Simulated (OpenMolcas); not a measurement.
An atom or ion with 45 electrons was computed by MS-CASPT2, IPEA 0.25 Eh, imaginary shift 0.1 Eh with spin-orbit coupling (OpenMolcas, ANO-RCC-VTZP, DKH2). The lowest levels that the run gave, each within 12 % of the measured value where one is at hand:

```tsv
J	Parity	E (cm-1)	g
5/2	even	0.0	1.200
3/2	even	4630	0.800
9/2	even	61950	1.333
7/2	even	64280	1.227
5/2	even	66550	1.030
3/2	even	67720	0.437
7/2	even	69850	1.151
5/2	even	72350	1.063
5/2	even	75040	1.334
3/2	even	76150	1.291
1/2	even	78290	2.660
3/2	even	78620	1.302
```

Question: Which ion is it, and what are the configurations and terms?

Answer: Ag²⁺ (Z = 47, charge +2; active space 9 electrons in 6 orbitals (4d 5s)). J, parity and g give the terms where levels are pure, and mixed ones are named by the computed weights; the size of the splittings, set against known spectra of the 45-electron sequence, gives the charge. In order, with the measured energies in cm-1 (Moore, Atomic Energy Levels, vol. III, NSRDS-NBS 35 (1971 reprint of NBS Circular 467, 1958)): 4d9 2D 5/2, 4d9 2D 3/2 (4607), 4d8 5s 4F 9/2 (63250), 4d8 5s 4F 7/2 (65764), 4d8 5s 4F 5/2 (68145), 4d8 5s 4F 3/2 (69351), 4d8 5s 2F 7/2 (71691), 4d8 5s 2F 5/2 [58 %] (73934), 4d8 5s 4P 5/2 [61 %] (76406), 4d8 5s 4P 3/2 [49 %], 4d8 5s 4P 1/2, 4d8 5s 4P 3/2 [51 %].

Term energies are means over components that CASPT2 splits; among the terms shown or strongly mixed into the levels shown the widest spread is 820 cm-1 (4d8 5s 2F). Terms from blocks run as CI alone lack orbitals of their own. A single d shell beside an s shell can misplace configurations of different d count against each other. Computed and measured levels are paired by configuration, term and J; levels that our copy of the source lacks, or whose pairing is in doubt (as where it misses far off the trend of its configuration), stay unpaired and out of the deviations. Levels of configurations outside the active space are missing.

A share in square brackets marks a mixed level and gives the weight of the term that names it.
